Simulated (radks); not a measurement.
Values are calculated unless marked as measured or tabulated.
Polarisability of the iodine ion I3+, [Kr] 4d10 5s2 5p2, at imaginary frequency. Code: a radial shooting solver on a logarithmic mesh with Libxc functionals. Model: scalar-relativistic Kohn-Sham, LDA (Slater exchange, Perdew-Wang correlation), spin-polarised, spherical densities, finite nucleus; open shells are filled with parallel spins first (spin-orbit coupling, left out, can overturn this in heavy ions); Fermi nuclear charge, rms radius 4.75 fm. Response by self-consistent Sternheimer equations with the Hartree and adiabatic LDA kernel, the relativistic mass of each level held fixed and spin-orbit coupling left out.

w (hartree)  alpha1(iw) (bohr^3)
0.00266                    9.848
0.0143                     9.843
0.0360                     9.819
0.0697                     9.742
0.118                      9.551
0.186                      9.150
0.280                      8.412
0.413                      7.241
0.605                      5.692
0.892                      4.042
1.35                       2.619
2.12                       1.563
3.59                      0.8135
6.94                      0.3138
17.5                     0.07101

Static values: alpha1 = 9.848 bohr^3 (1.459 angstrom^3; uncoupled 16.88). C6 = 55.85, triple-dipole C9 = 385.8 atomic units. One-pole (London) frequency 4 C6 / (3 alpha1^2) = 0.768 hartree, against 1.298 for minus the highest occupied eigenvalue.
